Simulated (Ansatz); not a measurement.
Total energies of `CC#[N+][Al-]([CH3])([CH3])[Cl]`.

```xyz
16

C    -3.039    0.412   -1.349
C    -1.709    0.177   -0.846
N    -0.652   -0.015   -0.455
Al    1.253   -0.441    0.116
C     2.078    1.335    0.092
C     0.955   -1.420    1.786
Cl    1.758   -1.685   -1.573
H    -3.468    1.288   -0.861
H    -2.994    0.584   -2.426
H    -3.665   -0.458   -1.148
H     1.621    2.011    0.823
H     3.143    1.272    0.339
H     2.008    1.808   -0.892
H     1.904   -1.768    2.206
H     0.477   -0.796    2.549
H     0.330   -2.306    1.637
```

Charge 0, multiplicity 1. All single points use the PBE0-D4/def2-TZVP geometry. Basis def2-TZVPP, Ansatz 0.2.0.

RPA on PBE orbitals: Hartree–Fock energy of these orbitals -912.72517 Eh, correlation -1.89377 Eh (frozen core).

| functional | energy without D4 (Eh) | D4 term (kJ/mol) |
| --- | --- | --- |
| LDA (SPW92) | -910.94023 | – |
| PBE | -914.81389 | -34.1 |
| revPBE | -915.22478 | -95.4 |
| BLYP | -915.33040 | -72.1 |
| r2SCAN | -915.24662 | -9.4 |
| B97M-V | -915.25465 | – |
| PBE0 | -914.90142 | -29.5 |
| B3LYP | -915.48026 | -54.2 |
| r2SCANh | -915.23359 | -10.0 |
| r2SCAN0 | -915.21544 | -11.0 |
| HSE06 (plane-wave form) | -914.87496 | -27.7 |
| BHLYP | -915.30212 | -42.6 |
| CAM-B3LYP | -915.33481 | -30.3 |
| LC-ωPBE | -915.08213 | – |
| ωB97X-V | -915.26081 | – |
| ωB97M-V | -915.29057 | – |
| B2PLYP | -914.99867 | – |
| PBE-QIDH | -914.70438 | – |

B3LYP takes the VWN-RPA correlation (the form of Gaussian; ORCA's B3LYP/G). HSE06 is the plane-wave form, built on full-range PBE exchange. The double hybrids freeze the cores in their second-order part.

LC-ωPBE has ω = 0.4 bohr⁻¹.
